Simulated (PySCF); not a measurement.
Input file for PySCF: R-MP2/6-31G* on C2H6O (SMILES CCO) with ghost functions, monomers drawn apart or pushed together.

```python
from pyscf import gto, scf, dft, mp
from pyscf.data.elements import chemcore

mol = gto.M(
    atom='''
    C     0.60867010    0.95476088    4.23280357
    C     0.29107262   -0.50917875    3.99910784
    O    -0.69512628   -0.70292720    2.97039561
    H     1.38241675    1.05596479    4.99659026
    H    -0.27396887    1.49768106    4.58183318
    H     0.96460743    1.42436758    3.31536507
    H     1.17075631   -1.04679850    3.64634856
    H    -0.05028255   -0.99196428    4.91968350
    H    -1.48512835   -0.19549205    3.19075980
    ghost-Cl    0.79746474    0.13762969   -0.34274770
    ghost-H    0.13752895   -0.23834519    0.73026546
    ''',
    basis='6-31g*',
    cart=True,
    charge=0, spin=0, verbose=3, max_memory=1800)
mf = scf.RHF(mol)
mf.conv_tol = 1e-8
mf.max_cycle = 100
mf.kernel()
if not mf.converged:
    mf = mf.newton().run(mf.mo_coeff, mf.mo_occ)
pt = mp.MP2(mf, frozen=chemcore(mol)).run()
```

Output:

```
converged SCF energy = -154.075249709613
E(RMP2) = -154.518628303502  E_corr = -0.443378593888784
E(SCS-RMP2) = -154.513800251908  E_corr = -0.43855054229564
```

The calculation finished and met its thresholds.

Cost: around 0.6 core-seconds (rough).
